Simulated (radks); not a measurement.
Values are calculated unless marked as measured or tabulated.
Excited configurations of Ir: one electron is placed in a higher orbital outside [Xe] 4f14 5d7 6s1. The ground configuration is [Xe] 4f14 5d7 6s2. Level of theory: scalar-relativistic Kohn-Sham, SCAN, spin-polarised, spherical densities, finite nucleus; open shells are filled with parallel spins first (spin-orbit coupling, left out, can overturn this in heavy ions); meta-GGA in the generalised Kohn-Sham scheme; Fermi nuclear charge, rms radius 5.4032 fm (a radial shooting solver on a logarithmic mesh with Libxc functionals). Excitation = E - E(ground); binding = E(ion) - E, where the ion is the core of charge +1; n* = 1/sqrt(2 binding) in atomic units, and the quantum defect is n - n*.

outer orbital  excitation (eV)  binding (eV)  eigenvalue (eV)  <r> (bohr)
5f                       8.329         0.889           -0.423       17.86
6p                       4.064         5.154           -2.663       4.006
6f                       8.612         0.606           -0.351       30.48
7p                       7.347         1.871           -1.116       10.70
7d                       8.283         0.935           -0.532       20.05
7f                       8.785         0.433           -0.270       45.94

The Delta-SCF ionisation energy is 9.218 eV (NIST Atomic Spectra Database: 8.967 eV, measured). Self-interaction in the functional shifts the binding energies and quantum defects, so they are the method's values and not measured ones. Open shells are spherical and high-spin; term and fine-structure splittings are not resolved. Spin-orbit splitting is averaged out at the scalar-relativistic level.
